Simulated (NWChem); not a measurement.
Species: Si2H4S, singlet; SMILES [SiH3][Si]S

```xyz
7

Si    -1.1654     0.1316     0.0013
S      0.4712     1.4969     0.0006
H     -0.2399     2.6524     0.0012
Si     0.3021    -1.7790     0.0020
H      1.7679    -1.4695    -0.0043
H     -0.0164    -2.6177    -1.1997
H     -0.0078    -2.6084     1.2125
```
Atoms are numbered in this order, from 1.

All runs: NWChem. Low-valent species are run as closed-shell singlets; no triplet was tried in these runs. Geometry: optimised at PBE0/def2-SVP. B3LYP is NWChem's, with the RPA form of VWN correlation. GIAO values for the isolated, static molecule; σ is the absolute isotropic shielding, δ = σ(reference) − σ with the isolated reference molecule computed at the same levels (1H: tetramethylsilane, 29Si: tetramethylsilane).

```
level                                 δ Si1 (ppm)  σ S2 (ppm)  δ H3 (ppm)  δ Si4 (ppm)  δ H5 (rotor mean) (ppm)
------------------------------------  -----------  ----------  ----------  -----------  -----------------------
B3LYP/IGLO-III                              624.5       128.2        7.22        -84.4                     4.04
BHandHLYP/pcSseg-1                          711.4       164.4        7.12        -76.6                     3.85
LDA (Slater exchange, VWN5)/pcSseg-1            ?           ?           ?            ?                        ?
```

### Question
What belongs in the gaps?

### Answer

- LDA (Slater exchange, VWN5)/pcSseg-1, δ Si1 (ppm): 701.1
- LDA (Slater exchange, VWN5)/pcSseg-1, σ S2 (ppm): 48.2
- LDA (Slater exchange, VWN5)/pcSseg-1, δ H3 (ppm): 8.40
- LDA (Slater exchange, VWN5)/pcSseg-1, δ Si4 (ppm): -83.8
- LDA (Slater exchange, VWN5)/pcSseg-1, δ H5 (rotor mean) (ppm): 4.29
